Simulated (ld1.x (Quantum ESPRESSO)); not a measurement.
# What the settings do to the ultrasoft potential of germanium (Ge)

Base potential:

ld1.x (Quantum ESPRESSO) 7.5 input, shortened:

```
&input
   title='Ge', zed=32., rel=1, dft='PZ', iswitch=3,
   config='[Ar] 3d10 4s2 4p2'
 /
 &inputp
   pseudotype=3, tm=.true., lloc=-1, rcloc=0.50,
   nlcc=.false.,
   which_augfun='PSQ', rmatch_augfun_nc=.true.
 /
6
3S  1  0   2.00   0.00  0.85  0.90  0.0
4S  2  0   2.00   0.00  0.85  0.90  0.0
3P  2  1   6.00   0.00  1.15  1.25  0.0
4P  3  1   2.00   0.00  1.15  1.25  0.0
3D  3  2  10.00   0.00  0.50  0.60  0.0
3D  3  2   0.00  -1.85  0.50  0.60  0.0
 &test
   configts(1)='3s2 3p6 3d10 4s2 4p2'
 /
```

Cutoffs, loose and tight: the cutoffs (Ry, on a coarse ladder) from which the occupation-weighted sum of valence levels, in a spherical-Bessel basis at the reference potential, stays within 10 and 1 mRy of its value at 400 Ry. They do not see the model core or the augmentation charge, which bear on the density cutoff. Test errors are all-electron minus pseudo excitation energies from the reference, over the configurations 3s2 3p6 3d10 4s2 4p1; 3s2 3p6 3d10 4s2 4p0; 3s2 3p6 3d10 4s1 4p0; 3s2 3p6 3d10 4s0 4p4; 3s2 3p6 3d9 4s2 4p2; 3s2 3p5 3d10 4s2 4p2; 3s1 3p6 3d10 4s2 4p2 (two spin-polarised tests are not counted in the largest error). A dash means not determined; rows that change the core or the reference have their own tests.

Cutoffs are not given where the Bessel-basis levels miss the radial ones by over 6 mRy, ghosts where they miss by over 20 mRy; a channel whose overlap is not positive is not tested.

A file whose overlap is not positive is unfit for use, and its test errors describe a broken file.

```tsv
change	outcome	cutoff, loose	cutoff, tight	bound ghosts	largest test error (meV)
base	generated, overlap not positive	–	–	not determined (overlap not positive)	-359
local potential all-electron potential smoothed inside 0.62 bohr (lloc = -1)	generated, overlap not positive	–	–	not determined (overlap not positive)	-566
local potential all-electron potential smoothed inside 0.74 bohr (lloc = -1)	generated, overlap not positive	–	–	not determined (overlap not positive)	-356
local potential all-electron potential smoothed inside 1.10 bohr (lloc = -1)	generated, overlap not positive	–	–	not determined (overlap not positive)	-339
local potential all-electron potential smoothed inside 1.22 bohr (lloc = -1)	generated	over 300 Ry	over 300 Ry	none	-362
local potential all-electron potential smoothed inside 1.34 bohr (lloc = -1)	generated	over 300 Ry	over 300 Ry	none	test run stopped at test 1 of 9 (negative rho)
local potential all-electron potential smoothed inside 1.46 bohr (lloc = -1)	generated	over 300 Ry	over 300 Ry	none	test run stopped at test 1 of 9 (negative rho)
```

Task: What comes out with this change to the base: local potential all-electron potential smoothed inside 0.98 bohr (lloc = -1)?

Result: outcome: generated, overlap not positive; bound ghosts: not determined (overlap not positive); largest test error (meV): +236. A file whose overlap is not positive is unfit for use, and its test errors describe a broken file.

Task: What comes out with this change to the base: local potential all-electron potential smoothed inside 0.82 bohr (lloc = -1)?

Result: outcome: generated, overlap not positive; bound ghosts: not determined (overlap not positive); largest test error (meV): -212. A file whose overlap is not positive is unfit for use, and its test errors describe a broken file.
